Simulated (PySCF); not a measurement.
Al(F)2(OH) (AlF2HO), SMILES [OH][Al]([F])[F].

Geometry optimised at PBE0-D3(BJ)/def2-SVP. The values are those of a single conformer.

These are CAM-B3LYP/def2-TZVPD in PySCF values and carry that method's errors.

The total energy comes out as -518.23856 hartree, the point group comes out as Cs and the highest occupied level comes out as -11.59 eV. The lowest empty level is -0.75 eV and the orbital gap is 10.85 eV. The dipole moment comes out as 2.04 D and the quadrupole, principal values (traceless, Buckingham form, about the centre of nuclear charge) is -9.20, 2.72, 6.48 D·Å. The mean static polarisability is 25.7 bohr³ (3.81 Å³) and the polarisability, principal values is 23.3, 25.9, 27.9 bohr³.
